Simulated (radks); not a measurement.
Results of a calculation; reference values are marked as such.
Ho19+, 48 electrons, occupied as [Kr] 4d10 4f2. Level of theory: scalar-relativistic Kohn-Sham, LB94 model potential, spin-polarised, spherical densities, finite nucleus; open shells are filled with parallel spins first (spin-orbit coupling, left out, can overturn this in heavy ions); Fermi nuclear charge, rms radius 5.2022 fm (a radial shooting solver on a logarithmic mesh with Libxc functionals).

Unscreened Slater integrals over Kohn-Sham orbitals (cm^-1). They are taken over the spin-up orbitals.

integral,value
"F0(4f,4f)",356150
"F2(4f,4f)",183620
"F4(4f,4f)",118530
"F6(4f,4f)",86297
"F0(4f,4d)",355560
"F2(4f,4d)",178630
"F4(4f,4d)",116300
"G1(4f,4d)",201230
"G3(4f,4d)",132410
"G5(4f,4d)",95410
"F0(4f,4p)",362820
"F2(4f,4p)",185090
"G2(4f,4p)",159180
"G4(4f,4p)",112830
"F0(4f,4s)",371040
"G3(4f,4s)",135900
"F0(4d,4d)",359130
"F2(4d,4d)",183870
"F4(4d,4d)",124130
"F0(4d,4p)",365950
"F2(4d,4p)",188890
"G1(4d,4p)",238640
"G3(4d,4p)",150910
"F0(4d,4s)",373720
"G2(4d,4s)",187320
"F0(4p,4p)",373780
"F2(4p,4p)",196300
"F0(4p,4s)",381980
"G1(4p,4s)",259800
"F0(4s,4s)",390960

Derived for the open shells (J is the average intra-shell exchange parameter used in DFT+U). 4f: F4/F2 = 0.646, F6/F2 = 0.470, J = (286 F2 + 195 F4 + 250 F6)/6435 = 15110 cm^-1.
